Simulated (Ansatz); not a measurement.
H₄BN, charge -1, doublet, at a GFN2-xTB geometry (a state made from the parent by changing its charge; the spin is typed, not shown lowest) (a gas-phase anion, which may not be bound at this level); CCSD(T)/6-311G** run with Ansatz (a program for electronic structure).

Ansatz was given this input:
Ansatz 0.2 input:
```yaml
crystal:
  periodic: [false, false, false]
  atoms:
    - {symbol: B, position_ang: [-0.85821139, 0.10739517, -0.15583823]}
    - {symbol: N, position_ang: [0.69923672, -0.10831351, -0.09977272]}
    - {symbol: H, position_ang: [-1.46270089, -0.95255085, 0.11348944]}
    - {symbol: H, position_ang: [-1.25784084, 1.05119416, 0.59906258]}
    - {symbol: H, position_ang: [1.14447758, 0.79761676, 0.05102349]}
    - {symbol: H, position_ang: [0.97246411, -0.67504134, 0.71402463]}
basis:
  gaussian:
    orbitals: 6-311G__.json
total_charge: -1
magnetization: {spin_polarized: true, initial_magnetization: 1}
correlation: {method: ccsd_t}
```
The basis file holds 6-311G** in the JSON format of the Basis Set Exchange.

The log (banner, timings and long lists left out):

```
Functional definition: HF
495 factors; integrals over basis functions are off by at most 1.2e-3 eV
mean field evaluation 1: about -2213.8148 eV, gradient 1.3e1 eV
mean field evaluation 2: about -2213.8148 eV, gradient 1.3e1 eV
mean field evaluation 4: about -2215.2866 eV, gradient 2.1e0 eV
mean field evaluation 8: about -2215.3345 eV, gradient 1.5e-1 eV
mean field evaluation 16: about -2215.3239 eV, gradient 7.3e-1 eV
mean field evaluation 32: about -2211.9817 eV, gradient 1.5e-2 eV
mean field -2215.33500945 eV, -81.4120599891 hartree, gradient 2.1e-6 eV, S^2 0.755486; 1 other end points of the search recorded, 0 dependent functions left out
determinant -2215.33500945 eV, -81.4120599891 hartree, with singles and doubles -2224.08478925 eV, -81.7336084662 hartree
determinant -2211.98166499 eV, -81.2888268532 hartree, with singles and doubles -2221.04678223 eV, -81.6219637674 hartree
2 core orbitals not correlated
reference -2215.33500945 eV, -81.4120599891 hartree; 7, 6 occupied and 51, 52 virtual orbitals, 495 factors
second order -7.97717358 eV of doubles, -0.00000000 eV of singles
cycle   1  -8.70685106 eV  change   -3.0e-1 eV  update   1.7e-2
cycle   2  -8.72217100 eV  change   -1.5e-2 eV  update   4.1e-3
cycle   3  -8.72290988 eV  change   -7.4e-4 eV  update   1.8e-3
cycle   4  -8.72349188 eV  change   -5.8e-4 eV  update   7.3e-4
cycle   5  -8.72368071 eV  change   -1.9e-4 eV  update   3.9e-4
cycle   6  -8.72369066 eV  change   -9.9e-6 eV  update   1.8e-4
cycle   7  -8.72376470 eV  change   -7.4e-5 eV  update   7.7e-5
cycle   8  -8.72378020 eV  change   -1.5e-5 eV  update   3.5e-5
cycle   9  -8.72376371 eV  change    1.6e-5 eV  update   1.5e-5
cycle  10  -8.72376418 eV  change   -4.7e-7 eV  update   6.4e-6
perturbative correction -0.25731571 eV, -0.0094561779 hartree
Total energy: -2224.31608933 eV, -81.7421085874 hartree
```
